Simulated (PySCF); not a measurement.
H6NSi2, SMILES [SiH3][N][SiH3] (connectivity only; charge and spin as stated), charge -1, multiplicity 1.

Geometry: PBE0-D3(BJ)/def2-SVPD. The spin state was assumed, not searched. The isomer is the one that the SMILES or the coordinates give; other isomers of the formula were not compared.

Calculation: PySCF with CAM-B3LYP/def2-TZVPD.

The molecule is in vacuum.

| Item | Result |
|---|---|
| total energy | -637.43591 hartree |
| point group | C2v |
| highest occupied level | -2.77 eV |
| lowest empty level | 4.25 eV |
| orbital gap | 7.02 eV |
| dipole moment about the centre of nuclear charge | 0.117 e·Å |
| mean static polarisability | 81.6 bohr³ (12.09 Å³) |
| polarisability, principal values | 73.1, 73.6, 98.1 bohr³ |
